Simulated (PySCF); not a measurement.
**Dipole response of O²⁺ (oxygen, charge +2)**

[He] 2s2 2p2, high-spin 3P determinant. All numbers are calculated (PySCF 2.14, the spin-free X2C one-electron Hamiltonian (Gaussian nucleus), in aug-cc-pVDZ-DK (4s3p2d, 23 functions)). Coupled (time-dependent) response in atomic units; α is the mean over directions. A double-zeta set is small for polarisabilities.

```
method  mean α (bohr³)         α xx, yy, zz  C₆ (like pair)  S(−4)
   UHF           1.808  1.926, 1.748, 1.748           2.369  3.525
   PBE           1.745  1.870, 1.683, 1.683           2.329  2.742
  PBE0           1.747  1.872, 1.684, 1.684           2.322  2.816
  BLYP           1.727  1.858, 1.661, 1.661           2.298  2.631
```

S(−4) is the Cauchy moment in α(ω) = α(0) + S(−4) ω² + …

α(iu) at UHF:

```csv
u (hartree),α(iu) (bohr³)
0,1.808
0.0500,1.799
0.100,1.774
0.200,1.685
0.300,1.567
0.500,1.319
0.750,1.059
1.00,0.8628
1.50,0.5993
2.00,0.4358
3.00,0.2548
5.00,0.1141
```

For an ion, C₆ is the dispersion term alone; charge-induced terms of lower order in 1/R come first.

The components differ because the open shell of this determinant is not spherical; for a pure term their mean is the scalar polarisability.
